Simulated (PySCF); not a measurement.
# Dipole response of Cu (copper, neutral)

[Ar] 3d9 4s2, 2D determinant (an excited configuration). Calculation: PySCF 2.14, in aug-cc-pwCVTZ-DK with one added diffuse shell each of s, p, d, f, g type (11s10p8d5f4g, 152 functions); scalar relativity by spin-free X2C-1e. Coupled (time-dependent) response in atomic units; α is the mean over directions.

```csv
method,mean α (bohr³),"α xx, yy, zz",C₆ (like pair),S(−4)
PBE,42.03,"42.40, 42.40, 41.27",320.7,890.1
```

S(−4) is the Cauchy moment in α(ω) = α(0) + S(−4) ω² + …

α(iu) at PBE:

```csv
u (hartree),α(iu) (bohr³)
0,42.03
0.0500,39.93
0.100,34.86
0.200,23.80
0.300,16.26
0.500,8.903
0.750,5.290
1.00,3.642
1.50,2.157
2.00,1.486
3.00,0.8678
5.00,0.4236
```

The components differ because the open shell of this determinant is not spherical; for a pure term their mean is the scalar polarisability.
